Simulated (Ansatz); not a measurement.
Ansatz (a quantum-chemistry and plane-wave program) input for TiOCl2, SMILES [O]=[Ti]([Cl])[Cl], multiplicity 1, CAM-B3LYP/def2-SVPD. The structure is a stationary point at TPSSh-D3(BJ)/def2-SVP. The spin state was assumed, not searched.

Ansatz 0.2 input:
```yaml
crystal:
  periodic: [false, false, false]
  atoms:
    - {symbol: Ti, position_ang: [-0.10608346, 0.30930139, -0.00000000]}
    - {symbol: O, position_ang: [0.11003839, 1.88140790, -0.00000001]}
    - {symbol: Cl, position_ang: [0.04275085, -0.64282041, -2.00363905]}
    - {symbol: Cl, position_ang: [0.04275085, -0.64282041, 2.00363905]}
basis:
  gaussian:
    orbitals: def2-SVPD
hamiltonian:
  xc: {name: CAM-B3LYP}
```

Log of the run:

```
WARN ansatz: RAYON_NUM_THREADS=1 ignored (pool sized by the plan → 1); use --threads N
Functional definition: CAM-B3LYP
integrals: 0.07 GiB planned
1069 factors; integrals over basis functions are off by at most 1.0e-3 eV
integrals: 0.14 GiB planned
336 factors; integrals over basis functions are off by at most 2.2e-5 eV
mean field: 0.65 GiB planned
mean field evaluation 1: about -50186.4510 eV, gradient 8.3e1 eV
mean field evaluation 2: about -49850.5723 eV, gradient 3.9e2 eV
mean field evaluation 4: about -50199.9472 eV, gradient 2.5e1 eV
mean field evaluation 8: about -50201.1998 eV, gradient 4.9e-1 eV
mean field evaluation 16: about -50201.2386 eV, gradient 3.9e-4 eV
mean field -50201.23864982 eV, -1844.8614927590 hartree, gradient 4.3e-5 eV, S^2 0.000000; 0 other end points of the search recorded, 0 dependent functions left out
reference -50201.23877202 eV, -1844.8614972501 hartree; 32, 32 occupied and 79, 79 virtual orbitals, 1069 factors
Total energy: -50201.23877202 eV, -1844.8614972501 hartree
```

Self-consistency was reached.

Cost: around 4 core-seconds (rough).
